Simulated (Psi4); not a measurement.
HfI4 (SMILES [I][Hf]([I])([I])[I]), singlet, at a GFN2-xTB geometry (such geometries of metal compounds can be far from the true shape) (core potentials on Hf, I); CAM-B3LYP/def2-SVP in Psi4.

The Psi4 input:
```
memory 2 GB

molecule mol {
0 1
  Hf   -0.000000    0.000000   -0.000000
  I     2.157879   -0.675484   -1.607777
  I     0.880071    0.432523    2.595394
  I    -1.188808    2.311308   -0.970699
  I    -1.849142   -2.068347   -0.016917
}

set basis def2-svp
set reference rks
set scf_type cd

energy('cam-b3lyp')
print_variables()
```

What the program printed (banner, timings and long lists left out):

```
   => Loading Basis Set <=

    Name: DEF2-SVP
    Role: ORBITAL
    Keyword: BASIS

    !!!  WARNING: ECP capability is in beta. Please check occupations closely.  !!!

Traceback (most recent call last):
  File "psi4", line 375, in <module>
  File "<string>", line 27, in <module>
  File "site-packages/psi4/driver/driver.py", line 533, in energy
  File "site-packages/psi4/driver/procrouting/proc.py", line 2760, in run_scf
  File "site-packages/psi4/driver/procrouting/proc.py", line 1939, in scf_helper
  File "site-packages/psi4/driver/procrouting/proc.py", line 1433, in scf_wavefunction_factory
  File "site-packages/psi4/driver/procrouting/proc.py", line 1397, in build_functional_and_disp
  File "site-packages/psi4/driver/procrouting/dft/superfunctionals.py", line 135, in build_superfunctional

psi4.driver.p4util.exceptions.ValidationError: SCF: SCF_TYPE (CD) not supported for range-separated functionals, plese use SCF_TYPE = 'DF' to automatically select the correct JK build.

Printing out the relevant lines from the Psithon --> Python processed input file:
    ""","mol")
    core.IO.set_default_namespace("mol")
    core.set_global_option("BASIS", "def2-svp")
    core.set_global_option("REFERENCE", "rks")
    core.set_global_option("SCF_TYPE", "cd")
--> energy('cam-b3lyp')
    print_variables()

!----------------------------------------------------------------------------------!
!                                                                                  !
!  SCF: SCF_TYPE (CD) not supported for range-separated functionals, plese use     !
!     SCF_TYPE = 'DF' to automatically select the correct JK build.                !
!                                                                                  !
!----------------------------------------------------------------------------------!
```

The program refused the input.
